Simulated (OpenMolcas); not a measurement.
Ni3+: input and output

Input:

```
&GATEWAY
Coord
1

Ni 0.0 0.0 0.0
Basis=ANO-RCC-VQZP
Group=XYZ
NoMove
AngMom=0.0 0.0 0.0
AMFI
&SEWARD
* reference wave functions (RASSCF and RASSI steps not shown): 7 electrons in 5 orbitals (3d)
>>> COPY JOB001 $Project.JobIph
&CASPT2
Multistate=10 1 2 3 4 5 6 7 8 9 10
Frozen=2 3
IPEA=0.25
Imaginary=0.3
MaxIter=60
WThr=0.0 0.3 0.05
PrWF=0.5
NoMix
>>> COPY JOB002 $Project.JobIph
&CASPT2
Multistate=40 1 2 3 4 5 6 7 8 9 10 11 12 13 14 15 16 17 18 19 20 21 22
23 24 25 26 27 28 29 30 31 32 33 34 35 36 37 38 39 40
Frozen=2 3
IPEA=0.25
Imaginary=0.3
MaxIter=60
WThr=0.0 0.3 0.05
PrWF=0.5
NoMix
```

Launched by
```bash
OMP_NUM_THREADS=1 MOLCAS_MEM=1689 MOLCAS_PROJECT=a pymolcas a.inp > a.log  # once for each step of the input, in one work folder
```

Output, cut to the results:

```
--- CASPT2 ---
Orbital specifications:
      -----------------------

      Symmetry species                           1   2
                                                ag  au
      Frozen orbitals                            2   3
      Inactive orbitals                          1   3
      Active orbitals                            5   0
      Secondary orbitals                        37  44
      Deleted orbitals                           0   0
      Number of basis functions                 45  50
Type of calculation                        MS-CASPT2
      Fock operator                              state-specific
      IPEA shift                                 0.25
      Real shift                                 0.00
      Imaginary shift                            0.30
      The input orbitals will be transformed to quasi-canonical
Reference energy:       -1517.0137526889
      E2 (Non-variational):      -0.6239501152
      Shift correction:          -0.0005923783
      E2 (Variational):          -0.6245424935
      Total energy:           -1517.6382951825
      Residual norm:              0.0000002737
      Reference weight:           0.94932
      Contributions to the CASPT2 correlation energy
      Active & Virtual Only:         -0.2037388769
      One Inactive Excited:          -0.3053039000
      Two Inactive Excited:          -0.1149073384
Reference energy:       -1517.0137526889
      E2 (Non-variational):      -0.6268199230
      Shift correction:          -0.0006111262
      E2 (Variational):          -0.6274310491
      Total energy:           -1517.6411837380
      Residual norm:              0.0000002434
      Reference weight:           0.94860
      Contributions to the CASPT2 correlation energy
      Active & Virtual Only:         -0.2053389321
      One Inactive Excited:          -0.3063193066
      Two Inactive Excited:          -0.1151616843
::    CASPT2 Root  1     Total energy:  -1517.63829518
::    CASPT2 Root  2     Total energy:  -1517.64118374
::    CASPT2 Root  3     Total energy:  -1517.63990516
::    CASPT2 Root  4     Total energy:  -1517.63817271
::    CASPT2 Root  5     Total energy:  -1517.63665451
::    CASPT2 Root  6     Total energy:  -1517.63955585
::    CASPT2 Root  7     Total energy:  -1517.63772103
::    CASPT2 Root  8     Total energy:  -1517.55854509
::    CASPT2 Root  9     Total energy:  -1517.55854509
::    CASPT2 Root 10     Total energy:  -1517.55854507
::    MS-CASPT2 Root  1     Total energy:  -1517.64137599
::    MS-CASPT2 Root  2     Total energy:  -1517.63997669
::    MS-CASPT2 Root  3     Total energy:  -1517.63994161
::    MS-CASPT2 Root  4     Total energy:  -1517.63846120
::    MS-CASPT2 Root  5     Total energy:  -1517.63807291
::    MS-CASPT2 Root  6     Total energy:  -1517.63780969
::    MS-CASPT2 Root  7     Total energy:  -1517.63591489
::    MS-CASPT2 Root  8     Total energy:  -1517.55853593
::    MS-CASPT2 Root  9     Total energy:  -1517.55852582
::    MS-CASPT2 Root 10     Total energy:  -1517.55850870
--- CASPT2 ---
Orbital specifications:
      -----------------------

      Symmetry species                           1   2
                                                ag  au
      Frozen orbitals                            2   3
      Inactive orbitals                          1   3
      Active orbitals                            5   0
      Secondary orbitals                        37  44
      Deleted orbitals                           0   0
      Number of basis functions                 45  50
Type of calculation                        MS-CASPT2
      Fock operator                              state-specific
      IPEA shift                                 0.25
      Real shift                                 0.00
      Imaginary shift                            0.30
      The input orbitals will be transformed to quasi-canonical
Reference energy:       -1516.9149615951
      E2 (Non-variational):      -0.6379686223
      Shift correction:          -0.0006160008
      E2 (Variational):          -0.6385846231
      Total energy:           -1517.5535462182
      Residual norm:              0.0000001140
      Reference weight:           0.94740
      Contributions to the CASPT2 correlation energy
      Active & Virtual Only:         -0.2113223057
      One Inactive Excited:          -0.3098173322
      Two Inactive Excited:          -0.1168289843
Reference energy:       -1516.9149615951
      E2 (Non-variational):      -0.6378064475
      Shift correction:          -0.0006144456
      E2 (Variational):          -0.6384208931
      Total energy:           -1517.5533824882
      Residual norm:              0.0000001124
      Reference weight:           0.94745
      Contributions to the CASPT2 correlation energy
      Active & Virtual Only:         -0.2113430245
      One Inactive Excited:          -0.3096710755
      Two Inactive Excited:          -0.1167923474
::    CASPT2 Root  1     Total energy:  -1517.55354622
::    CASPT2 Root  2     Total energy:  -1517.55338249
::    CASPT2 Root  3     Total energy:  -1517.55342316
::    CASPT2 Root  4     Total energy:  -1517.55342972
::    CASPT2 Root  5     Total energy:  -1517.55339745
::    CASPT2 Root  6     Total energy:  -1517.55343377
::    CASPT2 Root  7     Total energy:  -1517.55338998
::    CASPT2 Root  8     Total energy:  -1517.55340655
::    CASPT2 Root  9     Total energy:  -1517.55361255
::    CASPT2 Root 10     Total energy:  -1517.52545315
::    CASPT2 Root 11     Total energy:  -1517.52284337
::    CASPT2 Root 12     Total energy:  -1517.52383450
::    CASPT2 Root 13     Total energy:  -1517.52745356
::    CASPT2 Root 14     Total energy:  -1517.52265570
::    CASPT2 Root 15     Total energy:  -1517.52469475
::    CASPT2 Root 16     Total energy:  -1517.52497245
::    CASPT2 Root 17     Total energy:  -1517.52463321
::    CASPT2 Root 18     Total energy:  -1517.52305782
::    CASPT2 Root 19     Total energy:  -1517.52256626
...
```

Levels above the lowest, from the spin-orbit matrix with the single-state CASPT2 energies, averaged by term, on its diagonal:

| Configuration | Term | J | E (cm⁻¹) | Measured (cm⁻¹) | g | Term weight % | Second |
| --- | --- | --- | --- | --- | --- | --- | --- |
| 3d⁷ | ⁴F | 9/2 | 0.0 | 0.0 | 1.333 | 100 |  |
| 3d⁷ | ⁴F | 7/2 | 1160 | 1190 | 1.238 | 100 |  |
| 3d⁷ | ⁴F | 5/2 | 2000 | 2042 | 1.029 | 100 |  |
| 3d⁷ | ⁴F | 3/2 | 2570 | 2621 | 0.400 | 100 |  |
| 3d⁷ | ⁴P | 5/2 | 18370 | 18119 | 1.600 | 100 |  |
| 3d⁷ | ⁴P | 3/2 | 18740 | 18367 | 1.718 | 96 | 4 ²P |
| 3d⁷ | ⁴P | 1/2 | 19290 | 18958 | 2.639 | 98 |  |
| 3d⁷ | ²G | 9/2 | 19350 | 19830 | 1.107 | 97 | 3 ²H |
| 3d⁷ | ²G | 7/2 | 20460 | 20948 | 0.889 | 100 |  |
| 3d⁷ | ²P | 3/2 | 25310 | 23649 | 1.217 | 72 | 24 ²D(1) |
| 3d⁷ | ²H | 11/2 | 25930 | 26649 | 1.091 | 100 |  |
| 3d⁷ | ²P | 1/2 | 26730 | 24651 | 0.697 | 98 |  |
| 3d⁷ | ²D(1) | 5/2 | 26880 | 27096 | 1.202 | 99 |  |
| 3d⁷ | ²H | 9/2 | 26940 | 27678 | 0.914 | 97 | 3 ²G |
| 3d⁷ | ²D(1) | 3/2 | 28880 | 28778 | 0.932 | 75 | 23 ²P |
| 3d⁷ | ²F | 5/2 | 43260 | 43438 | 0.858 | 100 |  |
| 3d⁷ | ²F | 7/2 | 43760 | 43859 | 1.143 | 100 |  |
| 3d⁷ | ²D(2) | 3/2 | 68170 | 67360 | 0.800 | 100 |  |
| 3d⁷ | ²D(2) | 5/2 | 68730 | 67990 | 1.200 | 100 |  |

Against the 18 measured excited levels shown (Corliss and Sugar, J. Phys. Chem. Ref. Data 10, 197 (1981)) the mean absolute deviation is 520 cm-1; the largest miss in energy is 3d⁷ ²P_1/2: computed 26730, measured 24651 cm⁻¹ (+8.4 %).

CASPT2 does not keep the components of a term degenerate, so their means are used; among the terms shown or strongly mixed into the levels shown the widest spread is 990 cm-1 (3d⁷ ⁴F). Some levels mix across a computed gap that differs much from the measured one, so their mixing is not that of the real levels. The CASPT2 spread within a term exceeds the gap to the next term for 3d⁷ ²P and 3d⁷ ²H, so the order of their levels is uncertain. Measured partners are found by configuration, term and J. A level has none where our copy of the source lacks it or the pairing is in doubt (some pairs that miss far off the trend of their configuration count as doubtful), and it then counts in no deviation. Only configurations of the active space appear.

The term weight is that of the spin-free term in the level, not the purity of its configuration. A number in round brackets counts repeated terms of one configuration in the order of the reference energies.
